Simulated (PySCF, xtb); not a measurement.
SnOBr2, SMILES [Sn](=[O])([Br])[Br].

xtb 6.7.1 with GFN2-xTB at its own geometry gives an orbital gap of 2.24 eV and a dipole moment of 0.72 D.

Geometry optimised at B3LYP-D3(BJ)/def2-SVP. The def2 effective core potentials stand for the cores of Sn; spin–orbit coupling is left out.

What does PBE/def2-TZVP run with PySCF give? (Estimate from the structure and the level; the computed values follow.)

gap 2.14 eV (levels -6.85 and -4.72 eV), dipole 2.44 D.
